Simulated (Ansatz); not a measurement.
Gas-phase electronic energies from Ansatz, PBE0-D4/def2-TZVP geometries. CCSD(T)/CBS is the MP2 limit (def2-TZVPP, def2-QZVPP) plus CCSD(T) − MP2 in def2-TZVPP, frozen cores. DFT in def2-TZVPP. B3LYP here is the variant with VWN-RPA as its local correlation; programs differ in this. def2 core potentials past Kr. For Ge, Te outer-core shells are correlated without core-valence functions, which leaves a few kJ/mol of doubt a bond. Scalar relativity is left out up to krypton.

Consider the isomerisation: `[CH2]1C[Te][GeH2]1` → `C=[C]([GeH3])[TeH]`.

`[CH2]1C[Te][GeH2]1`:

```xyz
10

C    -0.006   -0.525    0.644
C    -1.138    0.486    0.436
Te   -0.203    2.052   -0.780
Ge    1.130   -0.131   -0.920
H     0.577   -0.271    1.532
H    -0.357   -1.554    0.749
H    -1.954    0.074   -0.155
H    -1.540    0.906    1.357
H     0.842   -0.975   -2.176
H     2.650   -0.062   -0.688
```

`C=[C]([GeH3])[TeH]`:

Cartesian coordinates in Å:
```
C -0.425 -0.435 -1.612
C 0.045 0.208 -0.546
Ge 0.030 -0.594 1.225
Te 0.959 2.092 -0.771
H -0.428 -0.008 -2.611
H -0.837 -1.437 -1.521
H 1.470 -0.819 1.710
H -0.725 -1.933 1.147
H -0.679 0.356 2.205
H 0.591 2.570 0.774
```

CCSD(T)/CBS gives +31.9 kcal/mol.

(1) Another level gave +30.6 kcal/mol. Which?
A. B3LYP-D4/def2-TZVPP
B. PBE0/def2-TZVPP
C. ωB97X-V/def2-TZVPP
D. SCS-MP2/def2-TZVPP

Largest T1 diagnostic among the species: 0.012.

## Answers

(1) D. SCS-MP2/def2-TZVPP 30.6, B3LYP-D4 28.9, ωB97X-V 32.3, PBE0 34.9 kcal/mol.

From PBE to PBE0 (25 % exact exchange), in def2-TZVPP and without D4, ΔE moves by +2.4 kcal/mol. In def2-TZVPP, CCSD(T) changes the Hartree–Fock value by +2.3 kcal/mol (the triples alone add −0.1 kcal/mol) and MP2 by +5.7 kcal/mol.
